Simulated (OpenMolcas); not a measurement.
Fe2+ (d6) in a complex was computed by SS-CASPT2, IPEA 0.25 Eh, real shift 0.3 Eh with the d shell active (OpenMolcas, ANO-RCC-VTZP on the metal). Its lowest spin-free states, and all those of the highest spin:

```tsv
2S+1	Degeneracy	E (cm-1)
5	2	0
5	3	1550
3	3	18480
3	2	18740
3	3	19290
3	3	19400
3	3	19520
3	1	20230
3	3	21020
3	1	22680
3	3	23330
3	2	23670
```

**Question.** Is the site octahedral, tetrahedral or cube-like, axial, or of lower symmetry?

**Answer.** The states with 2S+1 = 5 have orbital degeneracies 2, 3. Threefold states need a cubic site. For d6 at this spin an octahedron puts the threefold T2 below the twofold E and a tetrahedron or cube puts the twofold E below the threefold T2, so the site is a tetrahedron or a cube, which this pattern cannot tell apart. The first gap at this spin, 1550 cm-1, is |10Dq| in ligand-field theory. The run had Fe2+ with 4 ligands (chloride) in tetrahedral coordination (Td) at 2.56 Å. A charge of +0.5 e stands 2.8 Å behind each ligand. Ligand basis ANO-RCC-VDZP.

Roots that are degenerate in the reference are averaged as groups; the widest CASPT2 spread within a group is 180 cm-1 (the 2-fold group of multiplicity 1 near 30700 cm-1 above the lowest state of its run). Shifts and gaps below about the spread of the groups concerned are not significant. An orbital doublet at a regular site is open to a Jahn-Teller distortion, which this geometry leaves out. A single d shell leaves out the double-shell effect, which counts most for late 3d ions, where the CASPT2 field can be off either way by tens of per cent. Ligand-to-metal charge-transfer states are missing. These CASPT2 states fit no ligand-field parameters well, so their order and spin gaps are uncertain. For late 3d ions with one d shell CASPT2 can put B and the spin-flip bands somewhat low as well as high. With one d shell and no ligand orbital active, 10Dq can be off by tens of per cent for divalent 3d ions, low with halides held by bare charges and at times high in hosts, and the orbital part of g and χT goes as 1/10Dq. Free-ion shares, where given, are those of the reference states; single-state CASPT2 does not remix them. The distance lies 7 % over the 2.4 Å that this model takes as the normal distance (a Shannon-type radius plus a fixed donor radius); by an R⁻⁵ law this alone changes a d-shell field by about -28 %. No measured value stands beside these numbers; the geometry was imposed, not optimised, and the real ion may take another.
